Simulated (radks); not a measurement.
The numbers below are computed, except where a source is named.
I+, configuration [Kr] 4d10 5s2 5p4 (the NIST ground configuration). Level of theory: Dirac Kohn-Sham, PW91, spin-unpolarised, spherical densities, finite nucleus; open shells fill j = l - 1/2 first; Fermi nuclear charge, rms radius 4.75 fm (a radial shooting solver on a logarithmic mesh with Libxc functionals).

Unscreened Slater integrals over Kohn-Sham orbitals (eV). Large and small components are both included. Empty in this configuration: 6s1/2.

integral,value
"F0(5p3/2,5p3/2)",10.413
"F2(5p3/2,5p3/2)",5.5795
"F0(5p3/2,5p1/2)",10.627
"G2(5p3/2,5p1/2)",5.6694
"F0(5p3/2,5s1/2)",11.375
"G1(5p3/2,5s1/2)",7.3787
"F0(5p3/2,4d5/2)",13.134
"F2(5p3/2,4d5/2)",3.4899
"G1(5p3/2,4d5/2)",1.0611
"G3(5p3/2,4d5/2)",0.98354
"F0(5p3/2,6s1/2)",5.9508
"G1(5p3/2,6s1/2)",0.60117
"F0(5p1/2,5p1/2)",10.858
"F0(5p1/2,5s1/2)",11.673
"G1(5p1/2,5s1/2)",7.8198
"F0(5p1/2,4d5/2)",13.635
"G3(5p1/2,4d5/2)",1.1225
"F0(5p1/2,6s1/2)",5.9831
"G1(5p1/2,6s1/2)",0.53010
"F0(5s1/2,5s1/2)",12.746
"F0(5s1/2,4d5/2)",15.624
"G2(5s1/2,4d5/2)",1.9201
"F0(5s1/2,6s1/2)",6.0951
"G0(5s1/2,6s1/2)",0.29294
"F0(4d5/2,4d5/2)",26.556
"F2(4d5/2,4d5/2)",13.430
"F4(4d5/2,4d5/2)",8.9073
"F0(4d5/2,6s1/2)",6.4252
"G2(4d5/2,6s1/2)",0.19955
"F0(6s1/2,6s1/2)",4.8698
